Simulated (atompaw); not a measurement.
**Before and after: PAW (atompaw) potential for bismuth (Bi)**

Bi (Z = 83), PAW, made with atompaw 4.2.0.5 (PBEsol, scalar-relativistic). Core [Xe] 4f14, reference 5d10 6s2 6p3. Waves: 6s (bound): rc 2.65 bohr; 6s channel at -0.65 Ry: rc 1.70 bohr; 6p (bound): rc 2.65 bohr; 6p channel at 0.25 Ry: rc 2.65 bohr; 5d (bound): rc 2.65 bohr; 5d channel at -1.05 Ry: rc 1.95 bohr. Local part: bessel scheme, radius 2.25 bohr. Core correction: smooth core density matched at 2.45 bohr. Augmentation charge: besselshape compensation charge, radius 2.60 bohr; PAW radius 2.65 bohr; waves and projectors: custom polynom2 7 10 vanderbiltortho.

All-electron outer shells of the reference configuration (PBEsol, scalar-relativistic, ld1.x):

| shell | level (eV) | outermost node (bohr) | outermost maximum (bohr) |
| --- | --- | --- | --- |
| 4f | -152.63 | – | 0.34 |
| 5p | -95.82 | 0.48 | 0.86 |
| 5d | -27.06 | 0.51 | 1.03 |
| 6s | -14.53 | 0.98 | 1.86 |
| 6p | -4.60 | 1.14 | 2.44 |

Change: all radii scaled by about 1.10 (s 2.92, p 2.92, d 2.92 bohr); local potential bessel scheme, radius 2.48 bohr; augmentation besselshape compensation charge, radius 2.88 bohr; PAW radius 2.92 bohr; waves and projectors: custom polynom2 7 10 vanderbiltortho; core correction smooth core density matched at 2.70 bohr.

Cutoffs: the cutoffs (Ry, on a coarse ladder) from which the occupation-weighted sum of valence levels, in a spherical-Bessel basis at the reference potential, stays within 10 and 1 mRy of its value at 400 Ry; they do not see the model core or the augmentation charge, which bear on the density cutoff.

Question: What does the change do?

Answer: The potential gets softer (30 Ry and 70 Ry → 21 Ry and 50 Ry); both files keep a bound ghost (s). A larger radius leaves more room for a smooth pseudo-wave, so fewer plane waves are needed.

```csv
quantity,base,changed
"cutoff, loose",30 Ry,21 Ry
"cutoff, tight",70 Ry,50 Ry
loose cutoff by channel (10 mRy a level),"s 8 Ry, p 8 Ry, d 12 Ry","s 6 Ry, p 8 Ry, d 6 Ry"
bound ghosts,s,s
lowest overlap eigenvalue by channel,"s 0.06, p 0.90, d 0.91","s 0.01, p 0.89, d 1.00"
```

 A true bound ghost makes a file unfit for plane-wave use even where its test errors are small: the radial tests pick states by their node count and pass the ghost by. The cutoffs see the waves, projectors and local potential, not the compensation charge or the core.
